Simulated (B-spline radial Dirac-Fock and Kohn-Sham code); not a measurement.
**2s emission of Tb²⁺**

System: the Tb²⁺ ion in the configuration [Xe] 4f9, inside a Watson sphere of charge -2 and radius 1.6 Å (a model of the Madelung potential; inside it an electron's potential energy is raised by 18.0 eV).

The run's input, task.json:

```json
{"items": [{
  "Z": 65,
  "q": 2,
  "cfg": [[1, 0, 2], [2, 0, 2], [2, 1, 6], [3, 0, 2], [3, 1, 6], [3, 2, 10], [4, 0, 2], [4, 1, 6], [4, 2, 10], [4, 3, 9], [5, 0, 2], [5, 1, 6]],
  "A": 159,
  "rrms": 5.06,
  "watson": [-2, 1.6],
  "do": ["binding", "quiet", "decay"],
  "holes": ["K", "L1", "L2", "L3", "M1", "M2", "M3", "M4", "M5", "N1", "N2", "N3", "N4", "N5"]
}]}
```

Command: `python xray_run.py task.json out`

These are calculated numbers from an atomic code on a B-spline grid; the model is one-electron (LDA, Dirac) transition rates at Dirac-Fock energies.

```tsv
line	multipole	energy (eV)	width (meV)	share (%)
L1-L2	E1	461.1	0.143	0.0331
L1-L3	E1	1199.1	5.65	1.31
L1-M2	E1	6946.0	135	31.3
L1-M3	E1	7100.8	191	44.3
L1-M4	E2	7439.8	3.04	0.704
L1-M5	E2	7472.7	4.54	1.05
L1-N2	E1	8387.6	32.1	7.43
L1-N3	E1	8421.8	47.3	11.0
L1-N4	E2	8553.0	0.401	0.0928
L1-N5	E2	8559.1	0.618	0.143
L1-O2	E1	8684.3	4.59	1.06
L1-O3	E1	8688.7	6.64	1.54
```

The listed lines hold 100.0 % of the radiative rate. The radiative width is 0.432 eV in the length form and 0.433 eV in the velocity form; the two differ because the transition energies are not eigenvalue differences of the potential that gave the orbitals.
